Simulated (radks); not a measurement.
Coulomb parameter of the 3d shell of neutral titanium in the model configuration [Ar] 3d1 4s2 4p1, as a second difference U = [E(n + 0.5) + E(n - 0.5) - 2 E(n)] / (0.5)^2 with all orbitals relaxed. "Bare": the charge of the atom changes with n. "Screened": the 4p shell takes up the change at fixed total charge, which measures U(3d,3d) + U(4p,4p) - 2 U(3d,4p). All-electron calculation, scalar-relativistic Kohn-Sham, r2SCAN, spin-unpolarised, spherical densities, finite nucleus; meta-GGA in the generalised Kohn-Sham scheme; Fermi nuclear charge, rms radius 3.5921 fm. Program: a radial shooting solver on a logarithmic mesh with Libxc functionals.

case,configuration,E - E(n) (eV)
start,[Ar] 3d1 4s2 4p1,0.000
bare +0.5,[Ar] 3d1.5 4s2 4p1,-3.241
bare -0.5,[Ar] 3d0.5 4s2 4p1,6.040
screened +0.5,[Ar] 3d1.5 4s2 4p0.5,-2.752
screened -0.5,[Ar] 3d0.5 4s2 4p1.5,3.854

U(bare) = 11.198 eV, U(screened by 4p) = 4.406 eV, against the Slater integral F0(3d,3d) = 18.239 eV with frozen orbitals. The step up makes a negative ion, whose loosely bound charge lowers the bare value.
